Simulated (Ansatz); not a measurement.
Job for Ansatz (a quantum-chemistry and plane-wave program): U-B3LYP-D3(BJ)/def2-SVP on C4F7 (SMILES F[C]1C(F)(F)C(F)(F)C1(F)F).

Ansatz 0.2 input:
```yaml
crystal:
  periodic: [false, false, false]
  atoms:
    - {symbol: F, position_ang: [0.08470000, 1.32590000, 1.76420000]}
    - {symbol: C, position_ang: [0.57920000, 0.59990000, 0.75060000]}
    - {symbol: F, position_ang: [1.90790000, 0.52780000, 0.95040000]}
    - {symbol: C, position_ang: [0.16020000, 0.96670000, -0.64310000]}
    - {symbol: F, position_ang: [-0.29470000, 2.13030000, -1.05170000]}
    - {symbol: C, position_ang: [-0.39520000, -0.38730000, -0.97600000]}
    - {symbol: F, position_ang: [-1.67830000, -0.46020000, -1.35980000]}
    - {symbol: F, position_ang: [0.31030000, -1.09070000, -1.88040000]}
    - {symbol: C, position_ang: [-0.11050000, -0.79330000, 0.51590000]}
    - {symbol: F, position_ang: [0.66080000, -1.86500000, 0.69340000]}
    - {symbol: F, position_ang: [-1.22430000, -0.95400000, 1.23640000]}
basis:
  gaussian:
    orbitals: def2-SVP
hamiltonian:
  xc: b3lyp
  dispersion: d3bj
magnetization: {spin_polarized: true, initial_magnetization: 1}
relax: {f_tol: 0.004, max_steps: 120}
```

Question: What total energy does the run end on?

Answer: -850.5641 hartree.

Question: How many basis functions does it have, and what does it roughly cost on one machine?

Answer: 154 functions; about 6 core-minutes (a rough figure).
